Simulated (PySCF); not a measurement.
## Cost of response and excited-state runs on `C=C(C)[C@@H](Br)CCO`, C6H11BrO

Geometry:
```csv
atom,x (Å),y (Å),z (Å)
C1,-2.110,0.899,0.018
C2,-1.418,-0.227,-0.063
C3,-2.058,-1.577,0.041
C4,0.060,-0.266,-0.305
Br5,0.337,-0.588,-2.254
C6,0.847,0.966,0.109
C7,2.350,0.703,0.085
O8,2.645,-0.294,1.041
H9,-3.173,0.887,0.181
H10,-1.659,1.872,-0.073
H11,-3.131,-1.490,0.190
H12,-1.878,-2.149,-0.870
H13,-1.631,-2.134,0.875
H14,0.499,-1.148,0.166
H15,0.559,1.215,1.133
H16,0.623,1.813,-0.540
H17,2.884,1.634,0.324
H18,2.657,0.378,-0.919
H19,3.587,-0.485,1.017
```

PySCF with density fitting, on 1 thread of an Arm Neoverse V2, shared host. Command: `OMP_NUM_THREADS=1 python excited_run.py task.json out`

Question: How long does each of these runs take, and how much memory?
- vibronic structure, X3LYP/3-21G; Tamm-Dancoff; grid level 3; 3 bright states
- vibronic structure, BHandHLYP/def2-SV(P); full response; writes grids

Answer: 
| run | level | basis functions | wall time | peak memory (GiB) |
| --- | --- | --- | --- | --- |
| vibronic structure | X3LYP/3-21G | 107 | 68 s | 0.96 |
| vibronic structure | BHandHLYP/def2-SV(P) | 152 | 65 s | 0.93 |

Times from a shared host are rough.
